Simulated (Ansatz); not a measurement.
Two isomers of C3H6OSSi: A = `C=C([SiH3])OC=S`, B = `C=C=C(O)[SiH2]S`.

Computed with Ansatz on PBE0-D4/def2-TZVP structures; ΔE is electronic, products minus reactants. CCSD(T)/CBS is the MP2 limit (def2-TZVPP, def2-QZVPP) plus CCSD(T) − MP2 in def2-TZVPP, frozen cores. DFT in def2-TZVPP. B3LYP here is the variant with VWN-RPA as its local correlation; programs differ in this. One conformer a species, not always the lowest.

A:

Z-matrix (Å, degrees):
```
Si
C 1 1.878
H 1 1.484 2 109.4
H 1 1.483 2 109.5 3 119.9
H 1 1.483 2 107.4 3 -120.1
O 2 1.389 1 112.9 3 -61.9
C 2 1.328 1 125.1 3 120.3
C 6 1.336 2 119.4 1 142.1
H 7 1.085 2 122.9 1 176.5
H 7 1.082 2 119.6 1 -2.0
S 8 1.606 6 123.6 2 169.6
H 8 1.093 6 112.9 2 -11.9
```

B:

```xyz
12

C     1.1651    1.9386   -0.7943
C     0.7287    0.9609   -0.0528
C     0.2431   -0.0243    0.6579
O     0.8415   -0.5769    1.7588
Si   -1.4035   -0.7623    0.1633
S    -1.2568   -2.8299   -0.3464
H     1.7981    1.7578   -1.6592
H     0.9156    2.9735   -0.5751
H     1.6817   -0.1324    1.9167
H    -1.9047    0.0526   -0.9677
H    -2.3459   -0.7406    1.3085
H    -0.4630   -2.6169   -1.4097
```

Question: Which is lower in electronic energy at CCSD(T)/CBS, and by how much? (Best estimate.)

Answer: Computed: B, by 62.5 kJ/mol.

Question: Give E(B) − E(A) in kJ/mol with B3LYP-D4, CCSD(T)/def2-TZVPP, B3LYP, MP2/def2-TZVPP, ωB97M-V, PBE0-D4, HF/def2-TZVPP. (An estimate is asked.)

Answer: The calculation gave: B3LYP-D4 -59.6, CCSD(T)/def2-TZVPP -56.5, B3LYP -59.4, MP2/def2-TZVPP -58.8, ωB97M-V -63.8, PBE0-D4 -67.5, HF/def2-TZVPP -62.2. None reverses the order clearly.

Largest T1 diagnostic: 0.016.

In def2-TZVPP, CCSD(T) changes the Hartree–Fock value by +5.7 kJ/mol (the triples alone add +5.1 kJ/mol) and MP2 by +3.4 kJ/mol. From PBE to PBE0 (25 % exact exchange), in def2-TZVPP and without D4, E(B) − E(A) moves by −5.7 kJ/mol.
